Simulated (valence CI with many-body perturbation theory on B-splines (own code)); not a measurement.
Ti+: E2, M1 decay

Computed by configuration interaction combined with many-body perturbation theory (CI+MBPT): three valence electrons over a frozen Dirac-Fock core [Ar], a basis of 9 s, 9 p, 10 d, 8 f, 5 g, 3 h, 1 i functions for each j, with the one-electron correlation potential Σ1 (screened to all orders), the two-electron term Σ2, the three-electron term Σ3, Breit, model QED; selected single and double excitations, second order for the rest (own B-spline code, finite nucleus).

Against 52 measured levels this calculation errs by 273 cm⁻¹ on average and by 1006 at most. These come from a selection out of the NIST Handbook of Basic Atomic Spectroscopic Data. Levels without a partner in it may be off by more, other configurations by 1,000 to 4,000 cm⁻¹.

Lines 51 to 100 of 100 in falling wavelength, among levels below 5.123 eV, chosen from the decays that carry over 1 % of a level's rate. Wavelengths and rates use the calculated energies, so an error of 300 cm⁻¹ moves a line at 11560 Å by 3.5 % and its rate by three times that or more. Electric multipoles are in the length gauge, E1 and E2 with the static RPA response of the core. Weak lines are less certain than strong ones. Lines between different terms over intervals too small for the method are left out, as are lines whose strength nearly cancels and 10 of this kind that miss the measured wavelength by over 7 %. Where a level lies close to another of its J and parity, the split of strength between their lines is uncertain. Branching is blank where the lifetime is uncertain.

Names give the largest LS component (configuration and term), which can be under half, so a name can repeat, a term be missing and a line seem to break the LS rules; names also repeat where a configuration has a term twice. Letters in brackets count levels of one name in rising energy.

```
λ vac (Å)  λ from measured levels           Upper         Lower  Type   A (s⁻¹)  Branch %
    11560                   11720      3d³ ⁴P_5/2    3d³ ⁴F_5/2    E2  2.59e-03       2.5
    11510                   11400      3d³ ²G_7/2  3d²4s ⁴F_7/2    M1  8.07e-05       1.4
    11510                   11280      3d³ ²P_1/2    3d³ ⁴F_5/2    E2  4.59e-03          
    11510                   11560    3d²4s ²D_5/2  3d²4s ⁴F_5/2    M1  7.15e-04       6.8
    11460                   11250      3d³ ²P_3/2    3d³ ⁴F_7/2    E2  5.71e-03          
    11450                   11480    3d²4s ²D_3/2  3d²4s ⁴F_3/2    M1  3.13e-03      25.0
    11410                   11180      3d³ ²P_1/2    3d³ ⁴F_3/2    E2  6.44e-03          
    11380                   11440    3d²4s ²D_5/2  3d²4s ⁴F_3/2    M1  2.17e-04       2.1
    11350                   11250      3d³ ²G_9/2  3d²4s ⁴F_7/2    M1  8.92e-05       1.0
    11340                   11230      3d³ ²G_7/2  3d²4s ⁴F_5/2    M1  7.33e-05       1.2
    11330                   11120      3d³ ²P_3/2    3d³ ⁴F_5/2    E2  4.03e-03          
    11230                   11030      3d³ ²P_3/2    3d³ ⁴F_3/2    E2  1.34e-03          
    11030                   11350    3d²4s ⁴P_5/2    3d³ ⁴F_9/2    E2  2.55e-02      30.0
    10990                   11310    3d²4s ⁴P_3/2    3d³ ⁴F_7/2    E2  1.90e-02      21.6
    10930                   11250    3d²4s ⁴P_1/2    3d³ ⁴F_5/2    E2  1.48e-02      16.5
    10880                   11190    3d²4s ⁴P_5/2    3d³ ⁴F_7/2    E2  8.68e-03      10.2
    10870                   11180    3d²4s ⁴P_3/2    3d³ ⁴F_5/2    E2  1.42e-02      16.1
    10850                   11150    3d²4s ⁴P_1/2    3d³ ⁴F_3/2    E2  2.30e-02      25.6
    10790                   10960      3d³ ⁴P_5/2  3d²4s ⁴F_9/2    E2  4.04e-02      38.9
    10780                   11080    3d²4s ⁴P_3/2    3d³ ⁴F_3/2    E2  4.84e-03       5.5
    10780                   10910      3d³ ⁴P_3/2  3d²4s ⁴F_7/2    E2  2.26e-02          
    10760                   11060    3d²4s ⁴P_5/2    3d³ ⁴F_5/2    E2  2.06e-03       2.4
    10650                   10790      3d³ ⁴P_1/2  3d²4s ⁴F_5/2    E2  1.88e-02          
    10630                   10750      3d³ ⁴P_3/2  3d²4s ⁴F_5/2    E2  1.76e-02          
    10600                   10760      3d³ ⁴P_5/2  3d²4s ⁴F_7/2    E2  1.43e-02      13.7
    10550                   10680      3d³ ⁴P_1/2  3d²4s ⁴F_3/2    E2  3.04e-02          
    10520                   10640      3d³ ⁴P_3/2  3d²4s ⁴F_3/2    E2  6.10e-03          
    10450                   10610      3d³ ⁴P_5/2  3d²4s ⁴F_5/2    E2  3.45e-03       3.3
    10410                   10250      3d³ ²P_1/2  3d²4s ⁴F_5/2    E2  5.93e-03          
    10400                   10260      3d³ ²P_3/2  3d²4s ⁴F_7/2    E2  8.23e-03          
    10310                   10150      3d³ ²P_1/2  3d²4s ⁴F_3/2    E2  8.59e-03          
    10260                   10120      3d³ ²P_3/2  3d²4s ⁴F_5/2    E2  5.98e-03          
    10170                   10020      3d³ ²P_3/2  3d²4s ⁴F_3/2    E2  2.03e-03          
    10090                   10380    3d²4s ⁴P_5/2  3d²4s ⁴F_9/2    E2  3.25e-02      38.3
    10010                   10300    3d²4s ⁴P_3/2  3d²4s ⁴F_7/2    E2  2.43e-02      27.6
     9938                   10230    3d²4s ⁴P_1/2  3d²4s ⁴F_5/2    E2  2.01e-02      22.4
     9920                   10210    3d²4s ⁴P_5/2  3d²4s ⁴F_7/2    E2  1.14e-02      13.4
     9882                   10170    3d²4s ⁴P_3/2  3d²4s ⁴F_5/2    E2  1.85e-02      21.0
     9846                   10130    3d²4s ⁴P_1/2  3d²4s ⁴F_3/2    E2  3.17e-02      35.3
     9793                   10070    3d²4s ⁴P_5/2  3d²4s ⁴F_5/2    E2  2.72e-03       3.2
     9791                   10070    3d²4s ⁴P_3/2  3d²4s ⁴F_3/2    E2  6.38e-03       7.2
     9557                    9653    3d²4s ²G_9/2  3d²4s ²F_7/2    E2  3.23e-03      17.9
     8160                    8587  3d³ ²D_3/2 [a]    3d³ ⁴F_5/2    M1  9.23e-03          
     8148                    8568  3d³ ²D_5/2 [a]    3d³ ⁴F_7/2    M1  7.87e-03          
     8110                    8532  3d³ ²D_3/2 [a]    3d³ ⁴F_3/2    M1  5.14e-03          
     8080                    8493  3d³ ²D_5/2 [a]    3d³ ⁴F_5/2    M1  9.71e-04          
     7598                    7979  3d³ ²D_5/2 [a]  3d²4s ⁴F_7/2    M1  3.13e-03          
     7592                    7978  3d³ ²D_3/2 [a]  3d²4s ⁴F_5/2    M1  3.58e-03          
     7538                    7918  3d³ ²D_3/2 [a]  3d²4s ⁴F_3/2    M1  2.11e-03          
     6675                    6728    3d²4s ²G_9/2  3d²4s ⁴F_9/2    M1  6.37e-03      35.3
```
